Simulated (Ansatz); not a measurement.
BCl$_{2}$HO, SMILES `OB(Cl)Cl`, relaxed with RKS PBE-D4/def2-SVP in Ansatz from a rough embedded geometry. The force threshold is 0.03 eV/Å; the program also tests the step.

Charge 0, multiplicity 1.

Start:

```xyz
5

O    -0.002    0.183   -1.203
B    -0.202    0.042    0.252
Cl   -0.961   -1.494    0.908
Cl    0.197    1.410    1.346
H     0.968   -0.141   -1.303
```

Question: How much energy does the relaxation release, and in how many steps? (An estimate is asked.)

Answer: The calculation gave: 18.68 kcal/mol, in 7 steps.

Question: Which bonds change most? (Best estimate.)

Answer: Ansatz gave: O1–B2 from 1.475 to 1.351 Å; B2–Cl3 from 1.835 to 1.760 Å; O1–H5 from 1.027 to 0.976 Å; B2–Cl4 from 1.797 to 1.777 Å.

Question: Give the relaxed structure. (An estimate is asked.)

Answer: The calculation gave: 
```xyz
5

O     0.242   -0.287   -1.040
B    -0.166   -0.119    0.238
Cl   -1.196   -1.348    0.962
Cl    0.314    1.306    1.185
H     0.807    0.447   -1.345
```
